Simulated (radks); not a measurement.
Values are calculated unless marked as measured or tabulated.
W3+, 71 electrons, occupied as [Kr] 4d10 4f14 5p6 5d3 6d2 (not the ground configuration).

Level of theory: Dirac Kohn-Sham, BLYP, spin-unpolarised, spherical densities, point nucleus; open shells fill j = l - 1/2 first (a radial shooting solver on a logarithmic mesh with Libxc functionals).

Energy parts (eV):
| part | energy |
|---|---|
| total | -439668.76 |
| kinetic | 495461.34 |
| electron-nucleus | -1094804.60 |
| Hartree | 168494.20 |
| exchange-correlation | -8819.70 |

Orbitals (lengths in bohr, moments of r in powers of bohr; <r^-3> diverges for s and p1/2):
orbital  occ.  eigenvalue (eV)      <r^2>  <r^-3>
1s1/2       2        -69461.01  0.0004628       -
2s1/2       2        -12023.71   0.007059       -
2p1/2       2        -11499.81   0.005041       -
2p3/2       4        -10146.37   0.006241   16330
3s1/2       2        -2808.321    0.04612       -
3p1/2       2        -2575.172    0.04232       -
3p3/2       4        -2282.505    0.04891    3694
3d3/2       4        -1890.231    0.03791   638.8
3d5/2       6        -1826.581    0.03972   543.2
4s1/2       2        -620.1730     0.2283       -
4p1/2       2        -523.5156     0.2354       -
4p3/2       4        -455.6790     0.2708   856.7
4d3/2       4        -296.9690     0.2949   129.9
4d5/2       6        -284.4617     0.3081   108.1
5s1/2       0        -127.1365      1.218       -
5p1/2       2         -97.3973      1.442       -
5p3/2       4         -86.4366      1.668   137.7
4f5/2       6         -85.4671     0.4341   19.94
4f7/2       8         -83.1900     0.4468   19.02
5d3/2       3         -45.5790      2.733   13.64
5d5/2       0         -44.2861      2.855   11.31
6p1/2       0         -28.6844      8.119       -
6p3/2       0         -26.6816      9.164   25.60
6d3/2       2         -16.6947      16.23   2.576
6d5/2       0         -16.4475      16.68   2.187
5f5/2       0         -14.7100      12.12  0.5378
5f7/2       0         -14.6516      12.25  0.5262
7d3/2       0          -8.5731      54.40   1.016

The highest occupied level is 6d3/2 at -16.695 eV. The configuration is held as typed, so some empty levels lie below it. The density falls to 0.001 e/bohr^3 at r = 5.09 bohr. Summed over all electrons, <r^2> = 62.25 bohr^2, which gives a Langevin (diamagnetic) susceptibility term of -49.3 x 10^-6 cm^3/mol.
